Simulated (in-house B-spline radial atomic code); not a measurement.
Neutral technetium is squeezed into an impenetrable sphere of radius R (the orbitals vanish at R). Computed with a radial B-spline atomic code at the basis-set limit: non-relativistic PBE, spin-polarised, spherical fractional occupations, point nucleus.

Energies in eV above the free atom in [Kr] 4d5 5s2:

```csv
R (bohr),highest level (eV),[Kr] 4d5 5s2,[Ar] 3d10 4s2 4p5 4d5 5s2 5f1,[Kr] 4d4 5s2 5f1,-dE/dV in [Kr] 4d5 5s2 (GPa)
7.52,-3.63,0.3145,61.28,26.9,0.505
6.07,-2.51,1.473,69.24,35.13,3.73
5.03,-0.148,4.7,80.74,46.97,18.5
4.15,5.06,13.61,101.7,68.37,86.6
3.75,9.83,23.01,119.7,86.51,191
3.13,24.5,56.25,173.8,140.5,762
2.7,46.4,113.7,255.8,221.6,2330
2.37,78.2,208.1,379.4,343.5,6160
1.78,221,737.3,1006,962.4,47600
1.23,719,3212,3690,3634,557000
```

(1) Does [Ar] 3d10 4s2 4p5 4d5 5s2 5f1 fall below [Kr] 4d5 5s2 under compression?

(2) Does [Kr] 4d4 5s2 5f1 fall below [Kr] 4d5 5s2 under compression?

The highest level is first positive in the row R = 4.15 bohr, pushed up by confinement above the zero of the free ion's potential. Each configuration is held fixed and needn't be the lowest in the sphere.

Results:

(1) No, it stays above over the whole range.

(2) No, it stays above over the whole range.
